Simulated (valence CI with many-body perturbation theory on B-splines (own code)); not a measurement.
## E1 transitions of Xe5+

Level of theory: valence CI with perturbative core correlation (CI+MBPT): three valence electrons over a frozen Dirac-Fock core [Kr] 4d10, radial functions for each j: 11 s, 11 p, 9 d, 7 f, 5 g, 2 h, 1 i, with the one-electron correlation potential Σ1, the two-electron term Σ2, the three-electron term Σ3, Breit, model QED; selected CI, second order for the rest, scaled by the run's own slope (own B-spline code, finite nucleus).

Against 16 measured levels this calculation errs by 304 cm⁻¹ on average and by 782 at most. These come from a selection out of Saloman, J. Phys. Chem. Ref. Data 33, 765 (2004). Levels without a partner in it may be off by more, other configurations by several thousand cm⁻¹.

Lines 151 to 200 of 234 in falling wavelength, among levels below 329960 cm⁻¹, chosen from the strongest by gf and those to the six lowest levels. Wavelengths and rates use the calculated energies, so an error of 300 cm⁻¹ moves a line at 586.2 Å by 0.18 % and its rate by three times that or more. Electric multipoles are in the length gauge, E1 and E2 with the static RPA response of the core. Weak lines are less certain than strong ones. Lines between different terms over intervals too small for the method are left out, as are lines whose strength nearly cancels. Where a level lies close to another of its J and parity, the split of strength between their lines is uncertain. The highest levels of a list are the least certain.

Names give the largest LS component (configuration and term), which can be under half, so a name can repeat, a term be missing and a line seem to break the LS rules; names also repeat where a configuration has a term twice. Letters in brackets count levels of one name in rising energy.

| λ vac (Å) | λ from measured levels | Upper | Lower | A (s⁻¹) | log gf | Branch % |
| --- | --- | --- | --- | --- | --- | --- |
| 586.2 | 588.5 | 5s2 6p 2P°_3/2 | 5s 5p2 4P_3/2 | 5.29e+06 | -2.96 | 0.1 |
| 582.4 |  | 5s 5p 5d 2P°_1/2 [a] | 5s 5p2 2P_1/2 | 6.80e+08 | -1.16 | 5.0 |
| 582.2 |  | 5s 5p 5d 2F°_7/2 [a] | 5s 5p2 2D_5/2 | 7.22e+09 | 0.47 | 89.9 |
| 577.9 | 580.4 | 5s2 6p 2P°_1/2 | 5s 5p2 4P_1/2 | 9.44e+06 | -3.02 | 0.2 |
| 575.7 |  | 5s 5p 5d 4P°_5/2 | 5s 5p2 4P_3/2 | 1.09e+10 | 0.51 | 83.4 |
| 573.0 |  | 5p3 2P°_3/2 | 5s 5p2 4P_1/2 | 4.19e+08 | -1.08 | 14.0 |
| 571.7 |  | 5s 5p 5d 4D°_3/2 | 5s 5p2 4P_3/2 | 3.46e+09 | -0.17 | 20.6 |
| 570.5 |  | 5s 5p 5d 4D°_1/2 | 5s 5p2 4P_3/2 | 6.32e+08 | -1.21 | 3.2 |
| 563.0 |  | 5s 5p 5d 4D°_5/2 | 5s 5p2 4P_5/2 | 5.23e+09 | 0.17 | 38.7 |
| 562.0 |  | 5s 5p 5d 4D°_7/2 | 5s 5p2 4P_5/2 | 1.68e+10 | 0.80 | 96.0 |
| 560.6 | 562.7 | 5s2 6p 2P°_3/2 | 5s 5p2 4P_1/2 | 2.16e+08 | -1.39 | 4.6 |
| 559.3 |  | 5s 5p 5d 2D°_3/2 | 5s 5p2 4P_5/2 | 3.41e+09 | -0.19 | 23.1 |
| 556.9 |  | 5s 5p 5d 2F°_5/2 [a] | 5s 5p2 4P_5/2 | 6.83e+09 | 0.28 | 55.4 |
| 555.1 |  | 5s 5p 6s 4P°_3/2 [a] | 5s 5p2 2P_1/2 | 1.56e+09 | -0.54 | 9.6 |
| 554.3 |  | 5s 5p 5d 4P°_3/2 | 5s 5p2 4P_5/2 | 1.94e+09 | -0.45 | 14.8 |
| 553.2 | 554.8 | 5s2 5d 2D_3/2 | 5s2 5p 2P°_1/2 | 1.33e+10 | 0.39 | 78.4 |
| 552.0 |  | 5s 5p 5d 2P°_1/2 [b] | 5s 5p2 2P_1/2 | 6.25e+09 | -0.24 | 35.2 |
| 550.2 |  | 5s 5p 6s 4P°_3/2 [b] | 5s 5p2 2P_1/2 | 1.98e+09 | -0.44 | 9.7 |
| 547.3 |  | 5s 5p 5d 4D°_3/2 | 5s 5p2 4P_1/2 | 1.22e+10 | 0.34 | 72.9 |
| 547.1 |  | 5s 5p 5d 2P°_3/2 [a] | 5s 5p2 2D_3/2 | 7.19e+08 | -0.89 | 4.0 |
| 546.3 |  | 5s 5p 5d 4D°_1/2 | 5s 5p2 4P_1/2 | 1.88e+10 | 0.23 | 96.3 |
| 543.2 |  | 5s 5p 5d 2P°_3/2 [b] | 5s 5p2 2P_1/2 | 5.49e+08 | -1.01 | 3.1 |
| 542.1 |  | 5s 5p 5d 4D°_5/2 | 5s 5p2 4P_3/2 | 3.49e+09 | -0.04 | 25.8 |
| 539.7 |  | 5s 5p 5d 2D°_5/2 [a] | 5s 5p2 4P_5/2 | 1.68e+07 | -2.36 | 0.2 |
| 538.6 |  | 5s 5p 5d 2D°_3/2 | 5s 5p2 4P_3/2 | 6.58e+09 | 0.06 | 44.6 |
| 537.2 |  | 5s 5p 5d 2F°_7/2 [b] | 5s 5p2 2D_5/2 | 1.18e+10 | 0.61 | 83.4 |
| 536.8 |  | 5s 5p 5d 4P°_1/2 | 5s 5p2 4P_3/2 | 1.31e+10 | 0.05 | 99.0 |
| 536.5 |  | 5s 5p 5d 2F°_5/2 [a] | 5s 5p2 4P_3/2 | 1.51e+09 | -0.41 | 12.2 |
| 534.0 |  | 5s 5p 5d 4P°_3/2 | 5s 5p2 4P_3/2 | 2.27e+09 | -0.41 | 17.3 |
| 533.9 |  | 5s 5p 5d 2F°_5/2 [b] | 5s 5p2 2D_5/2 | 6.78e+08 | -0.76 | 4.5 |
| 528.9 |  | 5s 5p 5d 2P°_1/2 [a] | 5s 5p2 2D_3/2 | 1.41e+09 | -0.93 | 10.3 |
| 521.8 |  | 5s 5p 5d 2F°_5/2 [b] | 5s 5p2 2D_3/2 | 1.24e+10 | 0.48 | 83.2 |
| 520.4 |  | 5s 5p 5d 2D°_5/2 [a] | 5s 5p2 4P_3/2 | 2.21e+08 | -1.27 | 2.2 |
| 517.6 |  | 5s 5p 6s 4P°_3/2 [a] | 5s 5p2 2D_5/2 | 7.65e+08 | -0.91 | 4.7 |
| 517.0 |  | 5s 5p 5d 2D°_3/2 | 5s 5p2 4P_1/2 | 1.48e+08 | -1.62 | 1.0 |
| 515.7 |  | 5s 5p 5d 2F°_7/2 [a] | 5s 5p2 4P_5/2 | 7.19e+08 | -0.64 | 8.9 |
| 515.2 |  | 5s 5p 5d 4P°_1/2 | 5s 5p2 4P_1/2 | 2.79e+07 | -2.65 | 0.2 |
| 514.0 |  | 5s 5p 6s 4P°_1/2 | 5s 5p2 2D_3/2 | 1.25e+08 | -2.00 | 1.1 |
| 512.7 |  | 5s 5p 5d 4P°_3/2 | 5s 5p2 4P_1/2 | 5.99e+08 | -1.03 | 4.6 |
| 506.3 |  | 5s 5p 6s 4P°_3/2 [a] | 5s 5p2 2D_3/2 | 5.80e+05 | -4.05 | 0.0 |
| 503.7 |  | 5s 5p 5d 2P°_1/2 [b] | 5s 5p2 2D_3/2 | 1.35e+08 | -1.99 | 0.8 |
| 502.2 |  | 5s 5p 6s 4P°_3/2 [b] | 5s 5p2 2D_3/2 | 8.22e+08 | -0.91 | 4.0 |
| 500.0 |  | 5s 5p 5d 2D°_5/2 [b] | 5s 5p2 2D_3/2 | 5.16e+06 | -2.94 | 0.0 |
| 498.5 |  | 5s 5p 5d 2P°_3/2 [a] | 5s 5p2 4P_5/2 | 1.07e+07 | -2.80 | 0.1 |
| 496.4 |  | 5s 5p 5d 2P°_3/2 [b] | 5s 5p2 2D_3/2 | 2.13e+08 | -1.50 | 1.2 |
| 482.0 |  | 5s 5p 5d 2P°_3/2 [a] | 5s 5p2 4P_3/2 | 3.89e+07 | -2.27 | 0.2 |
| 480.1 |  | 5s 5p 5d 2F°_7/2 [b] | 5s 5p2 4P_5/2 | 5.47e+08 | -0.82 | 3.9 |
| 479.3 | 481.0 | 5s2 6s 2S_1/2 | 5s2 5p 2P°_3/2 | 1.08e+10 | -0.13 | 68.6 |
| 477.4 |  | 5s 5p 5d 2F°_5/2 [b] | 5s 5p2 4P_5/2 | 1.84e+07 | -2.42 | 0.1 |
| 467.9 |  | 5s 5p 5d 2P°_1/2 [a] | 5s 5p2 4P_3/2 | 7.84e+07 | -2.29 | 0.6 |

**Question.** How does gf follow from A for the line at 482.0 Å?

**Answer.** gf = 1.4992 × (2J+1)_upper × A / σ², with σ = 207471 cm⁻¹ and 2J+1 = 4: gf = 0.00543.
